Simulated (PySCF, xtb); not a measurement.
In(F)(Br)(OH) (BrFHInO), SMILES [In]([F])([Br])[OH]. The values are those of a single conformer.

Harmonic wavenumbers (cm⁻¹) from GFN2-xTB (xtb) at its own minimum, in rising order: 68, 87, 102, 235, 300, 348, 446, 751, 3579.

Task: What does B3LYP-D3(BJ)/def2-SVP (PySCF) give at its own minimum? (Estimate from the structure and the level; the computed values follow.)

Result: 89, 119, 119, 259, 285, 598, 619, 856, 3798. Paired by order, the mean absolute difference is 95 cm⁻¹ and the zero-point energies are 8.5 and 9.6 kcal/mol.
